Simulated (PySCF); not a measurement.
Peak assignment

Cartesian coordinates in Å; atom numbers follow the order of the lines, from 1:
```xyz
19

C    -3.1911   -0.1967   -1.3486
C    -2.5297   -0.2961   -0.1960
C    -3.2090   -0.5138    1.1255
C    -1.1208   -0.2047   -0.1489
C     0.0855   -0.1505   -0.0555
C     1.4718   -0.0309   -0.0108
C     2.3724   -0.6704    0.7613
C     3.7120   -0.1187    0.3603
Si    2.7947    1.0055   -0.9091
H    -4.2646   -0.2729   -1.3873
H    -2.6791   -0.0437   -2.2833
H    -2.9986    0.3186    1.7968
H    -4.2850   -0.6009    0.9956
H    -2.8304   -1.4209    1.5955
H     2.2017   -1.4285    1.5112
H     4.3850   -0.8785   -0.0383
H     4.2354    0.3729    1.1808
H     2.8143    2.4408   -0.6347
H     3.0257    0.7139   -2.3220
```

[PySCF 2.14: geometry from GFN2-xTB; shielding tensors at PBE0/pcSseg-1 (GIAO); no solvent; one conformer; relativity neglected; rapidly exchanging positions averaged]

Scale: ¹³C (186.93 ppm) and ¹H (31.72 ppm) against TMS (reference shieldings calculated alike).

**Question.** Assign these signals to the numbered atoms. ¹³C{¹H} NMR (computed): δ 165.5, 135.4, 135.0, 129.3, 101.9, 96.8, 27.3, 19.1.

**Answer.** 
165.5 → C7, alkene CH
135.4 → C2, fully substituted alkene carbon: an sp2 carbon of a C=C bond
135.0 → C6, fully substituted alkene carbon
129.3 → C1, terminal =CH2 carbon: an sp2 carbon of a C=C bond
101.9 → C4, alkyne carbon: sp carbons lie upfield of alkene carbons because the cylindrical π system leaves one tensor component strongly shielded
96.8 → C5, alkyne carbon
27.3 → C3, allylic methyl carbon: aliphatic region, no heteroatom directly attached
19.1 → C8, allylic sp3 CH2 bonded to Si

C2 and C6 lie closer than the usual error of such a calculation, so a measured spectrum could show them in the other order.

**Question.** Assign these signals to the numbered atoms. ¹H NMR (400 MHz, computed): δ 7.26 (t, 1H), 5.60 (m, 1H), 5.58 (m, 1H), 5.07 (m, 2H), 2.01 (s, 3H), 1.96 (m, 2H).

**Answer.** 
| δ (ppm) | atoms | environment | reason |
| --- | --- | --- | --- |
| 7.26 | H15 | hydrogen on an alkene CH | a vinylic proton, deshielded by the sp2 carbon and the C=C anisotropy |
| 5.60 | H11 | hydrogen on a terminal =CH2 carbon | olefinic region |
| 5.58 | H10 | hydrogen on a terminal =CH2 carbon | – |
| 5.07 | H18/H19 | hydrogen on a silicon bonded to 2 C, in a 4-membered ring | – |
| 2.01 | H12/H13/H14 | hydrogen on an allylic methyl carbon | allylic position |
| 1.96 | H16/H17 | hydrogen on an allylic sp3 CH2 bonded to Si | allylic position |

H11 and H10; H12/H13/H14 and H16/H17 lie closer than the usual error of such a calculation, so a measured spectrum could show them in the other order.

Shifts are as computed. Against solution values, carbons near 30 ppm lie about +3 ppm off and those near 130 ppm about +5 ppm. Of 1309 compounds with measured shifts, 239 miss one by over three times the rms of a fit or turn the order of signals round; such compounds aren't used in these exercises. No couplings were computed; multiplicities are counted from neighbouring protons, with m where these are inequivalent, close in shift, in a saturated or five-membered ring or joined by F or P, and br s for small geminal =CH2 splittings.
